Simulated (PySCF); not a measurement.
# Dipole response of Rb (rubidium, neutral)

[Kr] 5s1, 2S determinant. All numbers are calculated (PySCF 2.14, scalar relativity through the core potential, in def2-QZVPPD with the def2 core potential (28 electrons) (7s5p4d3f, 63 functions)). Coupled (time-dependent) response in atomic units; α is the mean over directions.

| method | mean α (bohr³) | C₆ (like pair) | S(−4) |
| --- | --- | --- | --- |
| UHF | 477.2 | 8398 | 208900 |
| PBE | 355.6 | 5484 | 115400 |
| PBE0 | 389.7 | 6267 | 138400 |
| B97-3 | 379.5 | 5998 | 132700 |
| BP86 | 310.5 | 4517 | 87320 |

S(−4) is the Cauchy moment in α(ω) = α(0) + S(−4) ω² + …

Reference α: 319.8 ± 0.3 bohr³ (recommended; Schwerdtfeger and Nagle, table of static dipole polarizabilities (2023 update)). Published C₆: 4769 (Chu and Dalgarno (2004); Tang, Norbeck and Certain (1976)).

Hartree-Fock lies above the reference because it lacks correlation, which contracts the outer shell.

α(iu) at PBE:

| u (hartree) | α(iu) (bohr³) |
| --- | --- |
| 0 | 355.6 |
| 0.0500 | 198.3 |
| 0.100 | 89.30 |
| 0.200 | 32.96 |
| 0.300 | 19.28 |
| 0.500 | 10.80 |
| 0.750 | 6.977 |
| 1.00 | 4.997 |
| 1.50 | 2.932 |
| 2.00 | 1.906 |
| 3.00 | 0.9687 |
| 5.00 | 0.3797 |

A single London oscillator, α(iu) = α/(1 + u²/ω²), gives C₆ = (3/4) ω α². Matching the computed C₆ needs ω = 4 × 5484 / (3 × 355.6²) = 0.0578 hartree.

Energies and moments cover only the electrons outside the core potential.
